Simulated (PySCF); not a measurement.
Polarisability and C₆ of Zr (zirconium, neutral)

[Kr] 4d2 5s2, high-spin 3F determinant. All numbers are calculated (PySCF 2.14, the spin-free X2C one-electron Hamiltonian (Gaussian nucleus), in x2c-TZVPPall with one added diffuse shell each of s, p, d, f type (9s7p7d3f1g, 95 functions)). Coupled (time-dependent) response in atomic units; α is the mean over directions.

| method | mean α (bohr³) | C₆ (like pair) | S(−4) |
| --- | --- | --- | --- |
| BHandHLYP | 123.8 | 1728 | 6706 |

S(−4) is the Cauchy moment in α(ω) = α(0) + S(−4) ω² + …

Reference α: 112 ± 13 bohr³ (recommended; Schwerdtfeger and Nagle, table of static dipole polarizabilities (2023 update)). Published C₆: 1360 (Gould and Bucko (2016)).

Spin-orbit coupling is absent.

α(iu) at BHandHLYP:

```tsv
u (hartree)	α(iu) (bohr³)
0	123.8
0.0500	109.3
0.100	82.28
0.200	44.35
0.300	27.20
0.500	14.05
0.750	8.302
1.00	5.688
1.50	3.247
2.00	2.111
3.00	1.093
5.00	0.4467
```
